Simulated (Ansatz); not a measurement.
Si(OSiH3)(H)(F)(NHSiH3) (FH₈NOSi₃), SMILES N([SiH3])[SiH](O[SiH3])F.

Coordinates come from a B3LYP-D3(BJ)/def2-SVP optimisation. One conformer was computed; it need not be the lowest.

Two levels are set side by side: PBE/def2-SVPD (Ansatz, a quantum-chemistry and plane-wave program) and PBE0/def2-SVPD (Ansatz). Energy differences of separate SCF runs at the same geometry; the states with an electron removed or added have multiplicity 2 and 2. Differences are taken from unrounded values.

| quantity | PBE0 |
|---|---|
| vertical ionisation energy (eV) | 9.88 |
| vertical singlet–triplet gap (eV) | 6.18 |

### Question
What does PBE give, and how far is it from PBE0? (The exact figures need the calculation; the answer reports its results.)

### Answer

| quantity | PBE | PBE minus PBE0 |
|---|---|---|
| vertical ionisation energy (eV) | 9.45 | -0.43 |
| vertical singlet–triplet gap (eV) | 5.76 | -0.42 |
